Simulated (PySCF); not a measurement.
Be(OH)(NMe2) (C₂H₇BeNO), SMILES C[N](C)[Be][OH]. Atoms are numbered in the order given.

```xyz
12

Be    -1.0470    -0.0402     0.0000
O     -2.4692    -0.0765     0.0000
H     -3.1168     0.6266     0.0000
N      0.4570    -0.0169     0.0000
C      1.2503     0.0121     1.2008
C      1.2503     0.0121    -1.2008
H      1.8745     0.9268     1.2686
H      1.9423    -0.8522     1.2652
H      0.6116    -0.0149     2.0983
H      1.9423    -0.8522    -1.2652
H      1.8745     0.9268    -1.2686
H      0.6116    -0.0149    -2.0983
```

The structure is a stationary point at PBE0-D3(BJ)/def2-SVP. The structure was generated by enumeration; whether it is a known compound was not checked. Other conformers were not sampled.

Two levels are set side by side: PBE/pcSseg-1 (PySCF) and HF/pcSseg-1 (PySCF). GIAO shifts against H2O (¹⁷O), NH3 (¹⁵N), TMS (¹H), TMS (¹³C) at the same level; non-relativistic, no solvent, atoms listed together averaged. Differences are taken from unrounded values.

```csv
quantity,HF,PBE,PBE minus HF
δ(¹⁷O) of O2 (ppm),10.1,33.6,23.5
δ(¹H) of H3 (ppm),2.12,1.83,-0.29
δ(¹⁵N) of N4 (ppm),12.8,44.5,31.7
"δ(¹³C) of C5, C6 (ppm)",38.8,44.5,5.7
```

Rough cost on one machine, each run with all the roots and properties that it gave: HF against PBE within a factor of 2.
